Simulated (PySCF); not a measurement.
## Nuclear quadrupole coupling in `CC[SiH2][C@@H](C)C[S@](C)=O`

Species: C6H16OSSi.
Structure used (GFN2-xTB), in Å, numbered top down from 1:
```xyz
25
C6H16OSSi angstrom
C      3.381    0.995    0.370
C      2.027    0.326    0.580
Si     1.128    0.008   -1.070
C     -0.463   -1.011   -0.765
C     -0.164   -2.460   -0.387
C     -1.362   -0.378    0.282
S     -1.730    1.365   -0.219
C     -3.211    1.544    0.881
O     -2.256    1.291   -1.583
H      4.023    0.369   -0.244
H      3.883    1.174    1.319
H      3.258    1.948   -0.138
H      2.181   -0.612    1.118
H      1.421    0.962    1.229
H      0.829    1.285   -1.719
H      1.984   -0.806   -1.947
H     -1.026   -1.014   -1.703
H      0.394   -2.508    0.547
H     -1.086   -3.027   -0.259
H      0.425   -2.942   -1.163
H     -0.874   -0.320    1.254
H     -2.303   -0.923    0.378
H     -3.571    2.564    0.792
H     -3.981    0.856    0.551
H     -2.915    1.341    1.904
```

Field gradients from the PBE0/pcSseg-1 density (PySCF, non-relativistic), principal values in atomic units, ordered |Vxx| ≤ |Vyy| ≤ |Vzz|:

```csv
atom,Vxx,Vyy,Vzz
S7,0.8993,1.1253,-2.0246
O9,-0.5234,-1.1686,1.6920
```

**Question.** Find the asymmetry η = (Vxx − Vyy)/Vzz and the couplings χ = eQV/h (234.96 MHz × Q in barn × V in au), with Q(33S) = −0.0678 b, Q(17O) = −0.0256 b.

**Answer.** 
```json
{"atom": "S7", "environment": "sulfinyl sulfur", "nucleus": "33S", "η": "0.11", "χzz (MHz)": "32.25", "χxx (MHz)": "-14.33", "χyy (MHz)": "-17.93"}
{"atom": "O9", "environment": "sulfinyl oxygen", "nucleus": "17O", "η": "0.38", "χzz (MHz)": "-10.18", "χxx (MHz)": "3.15", "χyy (MHz)": "7.03"}
```

**Question.** What is Vzz at S7 in SI units (1 au = 9.71736 × 10²¹ V/m²)?

**Answer.** -2.0246 au = -19.674 × 10²¹ V/m².

**Question.** And the gradient at the other heavy atoms, for which no coupling is worked out here?

**Answer.** 
```csv
atom,environment,Vzz (au),η
C1,methyl carbon,0.076,0.07
C2,sp3 carbon bound to silicon,-0.079,0.72
Si3,SiH2 silicon,-0.096,0.63
C4,sp3 carbon bound to silicon,-0.130,0.90
C5,methyl carbon,0.078,0.19
C6,sp3 carbon bound to sulfur,0.187,0.18
C8,S-methyl carbon,0.214,0.17
```

Were the hydrogens deuterons (Q(2H) = 0.00286 b), χzz would run from 106 kHz (H16) to 215 kHz (H25).

Isolated species at its GFN2-xTB geometry (one conformer only). GFN2-xTB bond lengths can be off by several hundredths of an ångström, more for odd bonds, and the gradients follow them. The basis is small and wasn't made for field gradients, so the couplings can be 20 % off.
